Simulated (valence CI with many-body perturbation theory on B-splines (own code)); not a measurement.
# Br XXIII in brief

Computed by configuration interaction combined with many-body perturbation theory (CI+MBPT): three valence electrons over a frozen Dirac-Fock core [Ne], a basis of 11 s, 11 p, 10 d, 8 f, 5 g, 2 h functions for each j, with the one-electron correlation potential Σ1 (screened to all orders), the two-electron term Σ2, the three-electron term Σ3, Breit, model QED; selected single and double excitations, second order for the rest, scaled by the run's own slope (own B-spline code, finite nucleus).

No measured levels were compared; by estimate levels of excited configurations hold to 0.05 to 0.15 % of their energy, terms of the ground configuration to about 0.5 %.

Names give the largest LS component (configuration and term), which can be under half, so a name can repeat, a term be missing and a line seem to break the LS rules; names also repeat where a configuration has a term twice.

Rates and lifetimes use the calculated energies. Strong lines usually hold to 10 to 20 %, long lifetimes can be off by a factor of two.

What is the ground level?

3s²3p ²P°_1/2, composition 98 % 3s²3p ²P°, g = 0.663.

Among levels below 3872.1 × 10³ cm⁻¹, which E1 lines absorb most strongly from the ground level?

to 3s²3d ²D_3/2 at 12.49 nm, f = 0.294; to 3s3p² ²P_1/2 at 16.01 nm, f = 0.227; to 3s3p² ²P_3/2 at 13.88 nm, f = 0.138.

How is the term ²P° of the ground level split?

J = 1/2 at 0.00, J = 3/2 at 84.88 × 10³ cm⁻¹.

Where does the other parity begin?

At 3s3p² ⁴P_1/2, 391.49 × 10³ cm⁻¹.

Name the longest-lived excited levels whose lifetime is computed, and their main decay.

3s²3p ²P°_3/2 at 84.88 × 10³ cm⁻¹ lives 181 μs, mostly by M1 to 3s²3p ²P°_1/2; 3s3p² ⁴P_3/2 at 435.70 × 10³ cm⁻¹ lives 12.2 ns, mostly by E1 to 3s²3p ²P°_3/2. The lifetime of 3s3p3d ⁴F°_9/2 is too uncertain to give, and may be longer.
